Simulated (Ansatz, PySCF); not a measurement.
C2H6F2Si, SMILES C[Si@H](F)CF.

Coordinates come from a ωB97X-D3(BJ)/def2-SVP optimisation. The structure was generated by enumeration; whether it is a known compound was not checked. Other conformers were not sampled.

Vertical ionisation energy (IE) and electron affinity (EA) in eV. Rows of orbital energies are one-electron estimates. Where ΔSCF, EOM or ADC give a negative EA the extra electron is unbound and the value depends on the basis.

```json
[
 {"level": "−ε(HOMO), −ε(LUMO), B3LYP/def2-TZVP (PySCF)", "IE": "8.36", "EA": "-0.28"},
 {"level": "−ε(HOMO), −ε(LUMO), PBE/def2-TZVP (PySCF)", "IE": "7.03", "EA": "0.37"},
 {"level": "ΔSCF, CAM-B3LYP/def2-TZVPD (Ansatz), final states of multiplicity 2 and 2", "IE": "11.06", "EA": "-1.21"},
 {"level": "ΔSCF, PBE/def2-TZVPD (Ansatz), final states of multiplicity 2 and 2", "IE": "10.36", "EA": "-1.00"}
]
```

**Question.** What vertical singlet–triplet gap does ΔSCF give with CAM-B3LYP/def2-TZVPD (Ansatz, a program for electronic structure) and with PBE/def2-TZVPD (Ansatz)? (An estimate is asked for; the answer gives what the named calculation found.)

**Answer.** 7.16 and 6.33 eV (triplet above singlet where positive).
